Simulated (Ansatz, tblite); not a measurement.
Cost and result up the ladder for W(NH)2(NH2)2 (WN₄H₆) (11 atoms). Total charge 0; singlet. Geometry: PBE-D4/def2-SVP.

```xyz
11

W    -0.119   -0.091    0.152
N    -0.376    0.697    1.724
H    -0.738    0.807    2.675
N    -0.892   -1.671   -0.108
H    -1.456   -2.493    0.121
N     1.825   -0.375   -0.027
H     2.252   -1.137   -0.560
H     2.538    0.176    0.457
N    -0.847    1.127   -1.219
H    -0.950    2.138   -1.099
H    -1.236    0.824   -2.115
```

Ansatz on 4 threads of Arm Neoverse V2 on a shared host; xTB runs through tblite on one thread. Times are rough, summed over both states, and most runs start from the orbitals of an earlier one. No level here is sound enough to serve as a yardstick. The other state is a triplet.

In the def2 sets W takes a core potential; there is no spin–orbit coupling. The xTB rows come from tblite.

xTB has no spin-polarisation term.

| level | functions | wall time | vertical triplet (eV) |
| --- | --- | --- | --- |
| GFN2-xTB | 31 | 0.009 s | 3.51 |
| GFN1-xTB | 37 | 0.01 s | 4.08 |
| PBE-D4/def2-TZVP | 200 | 7.6 s | 4.07 |
| r2SCAN-D4/def2-TZVP | 200 | 15 s | 4.10 |
